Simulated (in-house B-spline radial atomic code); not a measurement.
Orbital energies and mean radii along the 35-electron series, configuration 1s2 2s2 2p6 3s2 3p6 3d10 4s2 4p1/2(2) 4p3/2(3). The effective charge is n√(-2ε), a non-relativistic measure. Computed with an all-electron radial atomic-structure program (B-spline basis): Dirac-Hartree-Fock, jj configuration that fills j = l - 1/2 first, finite nuclei.

```json
{"ion": "Ho32+", "Z": "67", "energy of 3d3/2 (Eh)": "-96.512", "mean radius of 3d3/2 (bohr)": "0.20159", "energy of 3p3/2 (Eh)": "-109.22", "mean radius of 3p3/2 (bohr)": "0.22864", "effective charge of 3d3/2": "41.68"}
{"ion": "Er33+", "Z": "68", "energy of 3d3/2 (Eh)": "-101.35", "mean radius of 3d3/2 (bohr)": "0.19753", "energy of 3p3/2 (Eh)": "-114.33", "mean radius of 3p3/2 (bohr)": "0.22433", "effective charge of 3d3/2": "42.712"}
{"ion": "Tm34+", "Z": "69", "energy of 3d3/2 (Eh)": "?", "mean radius of 3d3/2 (bohr)": "?", "energy of 3p3/2 (Eh)": "?", "mean radius of 3p3/2 (bohr)": "?", "effective charge of 3d3/2": "?"}
{"ion": "Yb35+", "Z": "70", "energy of 3d3/2 (Eh)": "-111.38", "mean radius of 3d3/2 (bohr)": "0.18985", "energy of 3p3/2 (Eh)": "-124.92", "mean radius of 3p3/2 (bohr)": "0.21615", "effective charge of 3d3/2": "44.775"}
{"ion": "Lu36+", "Z": "71", "energy of 3d3/2 (Eh)": "?", "mean radius of 3d3/2 (bohr)": "?", "energy of 3p3/2 (Eh)": "?", "mean radius of 3p3/2 (bohr)": "?", "effective charge of 3d3/2": "?"}
{"ion": "Hf37+", "Z": "72", "energy of 3d3/2 (Eh)": "-121.88", "mean radius of 3d3/2 (bohr)": "0.18273", "energy of 3p3/2 (Eh)": "-135.97", "mean radius of 3p3/2 (bohr)": "0.20851", "effective charge of 3d3/2": "46.838"}
{"ion": "Ta38+", "Z": "73", "energy of 3d3/2 (Eh)": "-127.3", "mean radius of 3d3/2 (bohr)": "0.17935", "energy of 3p3/2 (Eh)": "-141.68", "mean radius of 3p3/2 (bohr)": "0.20488", "effective charge of 3d3/2": "47.869"}
{"ion": "W39+", "Z": "74", "energy of 3d3/2 (Eh)": "-132.85", "mean radius of 3d3/2 (bohr)": "0.17609", "energy of 3p3/2 (Eh)": "-147.51", "mean radius of 3p3/2 (bohr)": "0.20136", "effective charge of 3d3/2": "48.9"}
{"ion": "Re40+", "Z": "75", "energy of 3d3/2 (Eh)": "-138.51", "mean radius of 3d3/2 (bohr)": "0.17294", "energy of 3p3/2 (Eh)": "-153.46", "mean radius of 3p3/2 (bohr)": "0.19796", "effective charge of 3d3/2": "49.932"}
{"ion": "Os41+", "Z": "76", "energy of 3d3/2 (Eh)": "?", "mean radius of 3d3/2 (bohr)": "?", "energy of 3p3/2 (Eh)": "?", "mean radius of 3p3/2 (bohr)": "?", "effective charge of 3d3/2": "?"}
{"ion": "Ir42+", "Z": "77", "energy of 3d3/2 (Eh)": "-150.19", "mean radius of 3d3/2 (bohr)": "0.16695", "energy of 3p3/2 (Eh)": "-165.71", "mean radius of 3p3/2 (bohr)": "0.19147", "effective charge of 3d3/2": "51.995"}
{"ion": "Pt43+", "Z": "78", "energy of 3d3/2 (Eh)": "-156.21", "mean radius of 3d3/2 (bohr)": "0.16409", "energy of 3p3/2 (Eh)": "-172.02", "mean radius of 3p3/2 (bohr)": "0.18837", "effective charge of 3d3/2": "53.027"}
```

**Question.** Fill in the row of Tm34+.

**Answer.** energy of 3d3/2 (Eh): -106.3; mean radius of 3d3/2 (bohr): 0.19362; energy of 3p3/2 (Eh): -119.56; mean radius of 3p3/2 (bohr): 0.22017; effective charge of 3d3/2: 43.743.

**Question.** Fill in the row of Lu36+.

**Answer.** energy of 3d3/2 (Eh): -116.57; mean radius of 3d3/2 (bohr): 0.18623; energy of 3p3/2 (Eh): -130.38; mean radius of 3p3/2 (bohr): 0.21226; effective charge of 3d3/2: 45.806.

**Question.** Fill in the row of Os41+.

**Answer.** energy of 3d3/2 (Eh): -144.29; mean radius of 3d3/2 (bohr): 0.16989; energy of 3p3/2 (Eh): -159.52; mean radius of 3p3/2 (bohr): 0.19466; effective charge of 3d3/2: 50.963.

**Question.** How does the screening of 3d3/2 change?

**Answer.** Z less the effective charge goes from 25.32 at Z = 67 to 24.97 at Z = 78.
